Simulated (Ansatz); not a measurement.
This geometry of CH$_{7}$GaO (10 atoms, charge 0, multiplicity 1) is a first-order saddle point.

All numbers below come from RKS B3LYP-D4/def2-SVP in Ansatz 0.2.0.

```xyz
10
Properties=species:S:1:pos:R:3
C -1.193 0.341 -0.755
O 0.204 0.032 -0.697
Ga 1.253 -0.247 1.163
H -1.322 1.406 -0.998
H -1.696 -0.271 -1.517
H -1.646 0.132 0.226
H 0.461 -0.596 -1.383
H 0.222 -1.256 1.823
H 1.246 1.252 1.657
H 2.554 -0.843 0.484
```

Task: Which two structures does it join? (They come from a converged band through this point; their orientation in space is the band's.)

Result: No bond is made or broken. The dihedral H5–C1–O2–Ga3 goes from -66 to 171°. The two ends are copies of one structure, up to a mirror image or an exchange of like atoms.

First end point:

```xyz
10
Properties=species:S:1:pos:R:3
C -1.073 0.644 -0.697
O 0.316 0.311 -0.637
Ga 1.088 -0.700 1.109
H -1.275 1.290 -1.565
H -1.703 -0.260 -0.740
H -1.305 1.197 0.222
H 0.594 -0.145 -1.444
H -0.012 -1.842 1.177
H 0.969 0.506 2.121
H 2.485 -1.052 0.456
```

Last end point:

```xyz
10
Properties=species:S:1:pos:R:3
C -1.197 0.208 -0.759
O 0.214 -0.019 -0.747
Ga 1.262 -0.064 1.141
H -1.374 1.122 -0.178
H -1.552 0.363 -1.791
H -1.745 -0.626 -0.290
H 0.440 -0.795 -1.280
H 0.287 -1.074 1.882
H 1.141 1.472 1.486
H 2.607 -0.638 0.539
```

Task: How far does it lie above each of them?

Result: 0.056 eV above the first and 0.056 eV above the second. This is the barrier of this one path; another mechanism may lie lower.

The run took 100 s on 2 threads of Intel(R) Xeon(R) Platinum 8488C (Sapphire Rapids), with other jobs on the host, peak memory 0.22 GiB.
